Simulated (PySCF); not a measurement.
C2H10AlNOSi (SMILES C[N](C)[AlH][O][SiH3]), singlet, at a GFN2-xTB geometry (such geometries of metal compounds can be far from the true shape). Base run: DF-PBE/pcseg-0 run with PySCF.

The PySCF input:
```python
from pyscf import gto, scf, dft

mol = gto.M(
    atom='''
Al   -0.34891956   -0.25525555    0.80852976
H    -0.98614092   -0.87037537    2.04145665
N     0.37009676    1.38589811    0.96743583
C     0.31451998    2.04521449    2.25587985
C     1.02746062    2.18443037   -0.04895272
H     1.31888310    2.26298344    2.63842372
H    -0.24110085    2.98895357    2.19970432
H    -0.19204769    1.38332608    2.96179497
H     0.50405566    3.13604347   -0.20545932
H     2.06376444    2.40979597    0.23257180
H     1.03221837    1.62872870   -0.98731533
O    -0.36696061   -1.15524392   -0.60081604
Si   -0.39137765   -2.04515465   -1.97224105
H     0.33087193   -1.28194516   -2.99182871
H    -1.79811502   -2.23308003   -2.32925863
H     0.27597623   -3.31114817   -1.66668718
''',
    basis='pcseg-0',
    verbose=4,
    max_memory=1800,
)

mf = dft.RKS(mol)
mf.xc = 'pbe'
mf = mf.density_fit(auxbasis='def2-universal-jkfit')
mf.kernel()
```

All variants below ran on the same shared machine, one core each. Differences are taken from the largest basis of the pcseg family in the series, which isn't the basis-set limit (pcseg-2: -5.109 eV). The cheapest run took very roughly 15 core-seconds.

```csv
setting,basis functions,"cost, times the cheapest (rough)",difference in HOMO energy (eV)
pcseg-0,82,1,0.286
pcseg-1,142,2,0.055
pcseg-2,328,5,reference
```

Times come from a shared machine, hold the start-up and are rough.
